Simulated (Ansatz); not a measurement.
`NB(S)S` and `[NH2][In]([SH])[SH]` differ in one element.

Ansatz, PBE0-D4/def2-TZVP geometries, multiplicity 1. Each molecule was computed in one conformer, which needn't be the lowest.

Elements past krypton have def2 core potentials.

| property | `NB(S)S` |
| --- | --- |
| HOMO energy (ωB97M-V/def2-TZVPP) / eV | -9.34 |
| HOMO–LUMO gap (ωB97M-V/def2-TZVPP) / eV | 11.04 |
| ideal-gas entropy at 298 K and 1 bar (rigid rotor, harmonic PBE0-D4/def2-TZVP) / J/(mol·K) | 323 |
| HOMO energy (B3LYP/def2-TZVPP) / eV | -6.92 |
| size of the dipole moment (PBE/def2-TZVPP) / D | 2.30 |
| HOMO energy (PBE0/def2-TZVPP) / eV | -7.18 |

(1) Give the same properties after the change, and the shifts. (An estimate is asked.)

Results:

(1) Computed: 
| property | `[NH2][In]([SH])[SH]` | shift |
| --- | --- | --- |
| HOMO energy (ωB97M-V/def2-TZVPP) / eV | -9.61 | -0.27 |
| HOMO–LUMO gap (ωB97M-V/def2-TZVPP) / eV | 10.07 | -0.97 |
| ideal-gas entropy at 298 K and 1 bar (rigid rotor, harmonic PBE0-D4/def2-TZVP) / J/(mol·K) | 382 | 59 |
| HOMO energy (B3LYP/def2-TZVPP) / eV | -7.10 | -0.18 |
| size of the dipole moment (PBE/def2-TZVPP) / D | 0.96 | -1.34 |
| HOMO energy (PBE0/def2-TZVPP) / eV | -7.36 | -0.18 |

With PBE0 the HOMO falls by 0.18 eV and the LUMO falls by 1.40 eV, so the gap narrows by about 1.22 eV. PBE moves the HOMO by -0.06 eV and ωB97M-V by -0.27 eV. Dipoles are sizes alone; their direction can turn.

B3LYP here is the variant with VWN-RPA as its local correlation; programs differ in this.
